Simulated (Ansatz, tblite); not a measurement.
Spin states of Pb₂O₂ (the lowest singlet isomer of a short search), each relaxed with PBE0-D4/def2-SVP in Ansatz. Electronic energies in the gas phase.

In the def2 sets Pb takes a core potential; there is no spin–orbit coupling. The xTB rows come from tblite. LC-ωPBE has ω = 0.4 bohr⁻¹. Correlated methods freeze 10 core orbitals; core or outer-core shells of Pb are correlated, in sets that lack core-valence functions. In CCSD on the charge 0 triplet the largest single amplitude is 0.44, so its Hartree–Fock determinant may place the open shell otherwise than the density functionals do. The structure comes from a short search, and lower isomers may exist.

Singlet geometry (D2h within 0.1 Å):

```csv
atom,x (Å),y (Å),z (Å)
Pb1,0.769,0.808,-1.157
Pb2,-0.769,-0.808,1.157
O3,1.207,-0.536,0.427
O4,-1.207,0.536,-0.427
```

Triplet geometry (D2h within 0.1 Å):

Cartesian coordinates in Å:
```
Pb 1.772 0.222 -0.356
Pb -1.772 -0.221 0.355
O -0.004 -0.999 -0.641
O 0.004 0.999 0.641
```

Quintet geometry (D2h within 0.1 Å):

```xyz
4

Pb    0.526    1.633    0.677
Pb   -0.526   -1.633   -0.677
O    -1.424    0.448    0.024
O     1.424   -0.448   -0.024
```

⟨S²⟩: triplet 2.02 at PBE0-D4/def2-TZVP (pure 2.00), quintet 6.01 at PBE0-D4/def2-TZVP (pure 6.00).

Run but left out: HF/def2-TZVP, HF/def2-TZVPP, MP2/def2-TZVP, MP2/def2-TZVPP (triplet: a determinant that CCSD turns far, T1 0.064).

Only these spin states were relaxed. The triplet has other bonds than the singlet, so the gap mixes isomer and spin. The quintet has other bonds than the singlet, so the gap mixes isomer and spin.

Problem. Estimate which spin state lies lowest at each of these levels, and by how much: GFN1-xTB; GFN2-xTB; PBE-D4/def2-TZVP; r2SCAN-D4/def2-TZVP; PBE0-D4/def2-TZVP; LC-ωPBE/def2-TZVP; CCSD/def2-TZVPP; CCSD(T)/def2-TZVPP.

Solution. 
```tsv
level	triplet − singlet (kJ/mol)	quintet − singlet (kJ/mol)	lowest of these	remarks
GFN1-xTB	333.9	877.1	singlet	–
GFN2-xTB	222.8	668.9	singlet	–
PBE-D4/def2-TZVP	214.2	562.8	singlet	–
r2SCAN-D4/def2-TZVP	211.1	520.1	singlet	–
PBE0-D4/def2-TZVP	226.6	510.6	singlet	–
LC-ωPBE/def2-TZVP	272.6	509.0	singlet	–
CCSD/def2-TZVPP	261.9	505.0	singlet	large T1 (0.023) (singlet), large T1 (0.064) (triplet)
CCSD(T)/def2-TZVPP	261.0	550.4	singlet	large T1 (0.023) (singlet), large T1 (0.064) (triplet)
```

Change of the quintet − singlet gap on mixing in exact exchange, in kJ/mol: PBE to PBE0 (25 % exact exchange) -52.2. The xTB methods have no term that favours high spin, so they put low spin too low.
